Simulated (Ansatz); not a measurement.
Method: frozen-core CCSD(T)/def2-TZVPP // PBE0-D4/def2-SVP (Ansatz, a quantum-chemistry and plane-wave program).

Ansatz 0.2 input:
```yaml
crystal:
  periodic: [false, false, false]
  atoms:
    - { symbol: In, position_ang: [0.184432, -0.043338, 0.192431] }
    - { symbol: H, position_ang: [-0.395041, 1.086251, 1.381889] }
    - { symbol: H, position_ang: [-0.110739, -1.748286, 0.373754] }
    - { symbol: H, position_ang: [1.408461, 0.480038, -0.934333] }
    - { symbol: C, position_ang: [-1.806015, -0.593733, -2.374727] }
    - { symbol: O, position_ang: [-1.644157, 0.30334, -1.300658] }
    - { symbol: C, position_ang: [-2.021497, 1.628134, -1.595512] }
    - { symbol: H, position_ang: [-1.17629, -0.305114, -3.23519] }
    - { symbol: H, position_ang: [-1.505122, -1.588933, -2.022722] }
    - { symbol: H, position_ang: [-2.862179, -0.625282, -2.693646] }
    - { symbol: H, position_ang: [-1.878785, 2.223354, -0.684346] }
    - { symbol: H, position_ang: [-3.083662, 1.668341, -1.892784] }
    - { symbol: H, position_ang: [-1.401942, 2.049141, -2.407389] }
basis:
  gaussian: { orbitals: def2-TZVPP }
correlation:
  method: ccsd_t
```

Output:

```
Functional definition: HF
1747 factors; integrals over basis functions are off by at most 9.8e-4 eV
mean field evaluation 1: about -9387.2688 eV, gradient 2.8e1 eV
mean field evaluation 2: about -9387.4500 eV, gradient 2.8e1 eV
mean field evaluation 4: about -9389.5809 eV, gradient 4.9e0 eV
mean field evaluation 8: about -9389.6303 eV, gradient 1.5e-1 eV
mean field evaluation 16: about -9389.1300 eV, gradient 1.2e1 eV
mean field -9389.63035315 eV, -345.0625509584 hartree, gradient 8.8e-7 eV, S^2 0.000000; 0 other end points of the search recorded, 0 dependent functions left out
7 core orbitals not correlated
reference -9389.63035315 eV, -345.0625509584 hartree; 18, 18 occupied and 244, 244 virtual orbitals, 1747 factors
second order -24.75443710 eV of doubles, -0.00000000 eV of singles
cycle   1  -25.11817243 eV  change   -3.6e-1 eV  update   1.1e-1
cycle   2  -25.79410395 eV  change   -6.8e-1 eV  update   3.2e-2
cycle   3  -25.90525371 eV  change   -1.1e-1 eV  update   1.5e-2
cycle   4  -25.89638280 eV  change    8.9e-3 eV  update   3.8e-3
cycle   5  -25.89399189 eV  change    2.4e-3 eV  update   1.5e-3
cycle   6  -25.89413637 eV  change   -1.4e-4 eV  update   3.6e-4
cycle   7  -25.89394948 eV  change    1.9e-4 eV  update   1.5e-4
cycle   8  -25.89389523 eV  change    5.4e-5 eV  update   4.6e-5
cycle   9  -25.89391156 eV  change   -1.6e-5 eV  update   2.0e-5
perturbative correction -0.83610410 eV, -0.0307262589 hartree
Total energy: -9416.36036881 eV, -346.0448609156 hartree
```

Cost: about 5 core-minutes (a rough figure).
